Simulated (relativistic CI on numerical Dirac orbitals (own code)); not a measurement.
Computed by Dirac-Coulomb-Breit CI, KLI orbitals optimised for each configuration, QED by a radiative potential, unscaled Slater integrals (own radial code, finite nucleus).

The strongest absorption lines from the ground level of an ion, among the configurations computed and to levels below about 128 eV (vacuum wavelength in Å, gf): 127.57 (2.1), 132.23 (0.14), 132.98 (4.1), 133.63 (7.2), 135.28 (3.9), 135.40 (16), 148.31 (0.77), 149.29 (0.6).

(1) Which ion is it?
A. In⁹⁺
B. In¹¹⁺
C. Sb¹³⁺
D. Rh⁷⁺

Results:

(1) B. In¹¹⁺ has 38 electrons and the ground level 4s²4p⁶4d² ³F2; the strongest line goes to 4s²4p⁶4d4f ³G°3. The pattern of lines fixes the number of electrons, and along that sequence the line energies rise steadily with the charge (about as its square where n changes within one kind of shell, about linearly where n is kept but much faster in heavy ions where fine structure, which grows about as Z⁴, sets the gap, and irregularly where shells cross), which fixes Z. Configurations outside the model, such as inner-shell arrays, can give stronger lines. At this charge energies of transitions that change n are usually good to better than 1 %, and those within a shell (Δn = 0) to a few per cent. Terms inside the open d or f shell come out 10 to 20 % too wide with unscaled integrals.

LS names give the leading component of a level, which can be under half, so a name can repeat, a term be missing and a line seem to break the LS rules.
